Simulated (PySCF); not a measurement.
**Pd⁺ (palladium, charge +1) across methods**

[Kr] 4d8 5s1, high-spin 4F determinant (an excited configuration). Computed with PySCF 2.14 in def2-TZVPPD with the def2 core potential (28 electrons) (6s4p3d2f1g, 56 functions), with scalar relativity through the core potential.

```csv
method,E (hartree),mean ε 4d α (eV),mean ε 4d β (eV),mean ε 5s α (eV),Σ⟨r²⟩ (bohr²),⟨S²⟩
B97-3,-127.4697,-20.793,-19.323,-13.613,37.12,3.751
PBE0,-127.4413,-20.742,-19.147,-13.790,37.10,3.751
PBE,-127.4531,-18.737,-17.258,-13.115,37.26,3.751
LDA,-127.1814,-18.923,-17.368,-13.448,37.35,3.750
r2SCAN,-127.4918,-19.169,-17.535,-13.385,37.00,3.751
UHF,-126.71513,-25.901,-23.891,-15.230,37.26,3.753
BLYP,-127.4169,-18.548,-17.219,-13.035,37.35,3.750
BP86,-127.5418,-18.845,-17.449,-13.314,37.20,3.751
```

(1) Estimate the same row for r2SCANh.

Energies and moments cover only the electrons outside the core potential.

Answers

(1) E (hartree) = -127.4783; mean ε 4d α (eV) = -19.926; mean ε 4d β (eV) = -18.270; mean ε 5s α (eV) = -13.649; Σ⟨r²⟩ (bohr²) = 36.98; ⟨S²⟩ = 3.752.
